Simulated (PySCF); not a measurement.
Input for PySCF: R-HF/3-21G on CH6FN (a complex), monomers drawn apart or pushed together.

```python
from pyscf import gto, scf, dft, mp
from pyscf.data.elements import chemcore

mol = gto.M(
    atom='''
    N     0.00140146   -0.17523242    0.29841784
    H     0.23762390   -0.88215015   -0.38847313
    H    -0.14930473    0.69280266   -0.20278622
    H     0.81220576   -0.04631168    0.89496808
    C     0.22924246   -0.55935229    3.96824435
    F     1.46378251   -0.18573129    3.42548491
    H    -0.07267118    0.20244623    4.68752755
    H    -0.48979557   -0.63247193    3.15342736
    H     0.35184798   -1.52139700    4.46657760
    ''',
    basis='3-21g',
    charge=0, spin=0, verbose=3, max_memory=1800)
mf = scf.RHF(mol)
mf.conv_tol = 1e-8
mf.max_cycle = 100
mf.kernel()
if not mf.converged:
    mf = mf.newton().run(mf.mo_coeff, mf.mo_occ)
```

Output:

```
converged SCF energy = -194.159658040481
```

Self-consistency was reached.

Cost: very roughly 0.07 core-seconds.
